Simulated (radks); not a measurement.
Spherical quantum dot in the effective-mass picture: electrons in a hard-walled sphere of radius 1.78, all in effective atomic units (hartree* = m*/eps^2 hartree, bohr* = eps/m* bohr), one dielectric constant everywhere. Method: non-relativistic Kohn-Sham, exchange-only LDA, spin-polarised, spherical densities; computed with a radial shooting solver with Libxc functionals. Levels are named by radial order and angular momentum (1s, 1p, 1d, 2s, ...), and open shells are averaged over m. Results are scaled to m* = 0.039 and eps = 16, for which hartree* = 4.145 meV and bohr* = 21.71 nm.

N = 6, configuration 1s2 1p(up 3, down 1). This is the lowest configuration that the search found. Occupied and some empty levels:

| level | occupation | eigenvalue (meV) | <r> (nm) |
|---|---|---|---|
| 1s up | 1 | 25.238 | 21.09 |
| 1s down | 1 | 25.903 | 21.04 |
| 1p up | 3 | 30.858 | 23.87 |
| 1p down | 1 | 31.553 | 23.88 |
| 1d up | 0 | 38.645 | 25.66 |
| 1d down | 0 | 39.337 | 25.67 |
| 2s up | 0 | 44.867 | 18.71 |
| 2s down | 0 | 45.365 | 18.71 |
| 1f up | 0 | 48.339 | 26.95 |
| 1f down | 0 | 49.017 | 26.97 |

Energy (meV): total 116.500, kinetic 67.109, external 0, Hartree 63.461, exchange-correlation -14.070.

Electron density:

| r (nm) | n(r) (e/nm^3) |
|---|---|
| 1.92 | 0.00003310 |
| 3.85 | 0.00003518 |
| 5.78 | 0.00003845 |
| 7.71 | 0.00004263 |
| 9.64 | 0.00004731 |
| 11.6 | 0.00005201 |
| 13.5 | 0.00005619 |
| 15.4 | 0.00005928 |
| 17.4 | 0.00006076 |
| 19.3 | 0.00006019 |
| 21.2 | 0.00005732 |
| 23.2 | 0.00005212 |
| 25.1 | 0.00004491 |
| 27.0 | 0.00003624 |
| 29.0 | 0.00002694 |
| 30.9 | 0.00001806 |
| 32.8 | 0.00001031 |
| 34.7 | 4.534e-06 |
| 36.7 | 1.104e-06 |
| 38.6 | 2.632e-09 |
